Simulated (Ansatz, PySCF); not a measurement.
C3H7BFN, SMILES C=C(C)B(N)F. Atoms are numbered in the order given.

```xyz
13

C      1.3392    -1.3646     0.0000
C      0.1251    -0.7881     0.0000
C     -1.1423    -1.6087     0.0000
B      0.0263     0.7779     0.0000
N     -1.1964     1.4625     0.0000
F      1.1558     1.5157     0.0000
H      2.2509    -0.7604     0.0000
H      1.4680    -2.4536     0.0000
H     -1.7637    -1.3837     0.8851
H     -1.7637    -1.3837    -0.8851
H     -0.9385    -2.6907     0.0000
H     -2.0945     0.9980     0.0000
H     -1.2497     2.4743     0.0000
```

Geometry: B3LYP-D3(BJ)/def2-SVP. The structure was generated by enumeration, and PubChem lists no compound with its InChIKey, so it may never have been made. Other conformers were not sampled.

Vertical ionisation energy (IE) and electron affinity (EA) in eV. Rows of orbital energies are one-electron estimates. Where ΔSCF, EOM or ADC give a negative EA the extra electron is unbound and the value depends on the basis.

```
level                                                                  IE     EA
-------------------------------------------------------------------  ----  -----
−ε(HOMO), −ε(LUMO), B3LYP/def2-TZVP (PySCF)                          7.15   0.73
−ε(HOMO), −ε(LUMO), PBE/def2-TZVP (PySCF)                            6.24   1.47
ΔSCF, PBE0/def2-SVPD (Ansatz), final states of multiplicity 2 and 2  9.45  -1.24
ΔSCF, PBE/def2-SVPD (Ansatz), final states of multiplicity 2 and 2   9.28  -1.05
```

What vertical singlet–triplet gap does ΔSCF give with PBE0/def2-SVPD (Ansatz, a program for electronic structure) and with PBE/def2-SVPD (Ansatz)? (An estimate is asked for; the answer gives what the named calculation found.)

3.81 and 3.92 eV (triplet above singlet where positive).
